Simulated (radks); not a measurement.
Values are calculated unless marked as measured or tabulated.
The table gives one normalised radial function P(r) = r R(r) of Cd26+ in [Ar] 3d4 (r in bohr). Code: a radial shooting solver on a logarithmic mesh with Libxc functionals. Model: scalar-relativistic Kohn-Sham, PBE, spin-unpolarised, spherical densities, point nucleus.

r	P
0.003528	0.0412
0.004378	0.0604
0.005477	0.0896
0.006798	0.1306
0.008505	0.1918
0.01056	0.2759
0.01321	0.3980
0.01639	0.5594
0.0205	0.7826
0.02565	1.0705
0.03184	1.4103
0.03983	1.8136
0.04943	2.2186
0.06185	2.5950
0.07676	2.8363
0.09603	2.8729
0.1192	2.6483
0.1491	2.1602
0.1865	1.5186
0.2315	0.9104
0.2896	0.4302
0.3595	0.1611
0.4497	0.0417
0.5582	0.0076
0.6983	0.0008
0.8667	0.0000
1.084	0.0000

Which n and l does it have? It may be an empty orbital.

Answer. n = 2, l = 1: the number of nodes gives n - l - 1 = 0, the rise at small r (about r^(l+1), flatter next to the nucleus through relativity) gives l, and the extent must fit the shell. The curve is that of 2p. 2p: eigenvalue -4620.6 eV, 0 radial nodes, <r> = 0.114 bohr, 90 % of the charge inside 0.186 bohr.
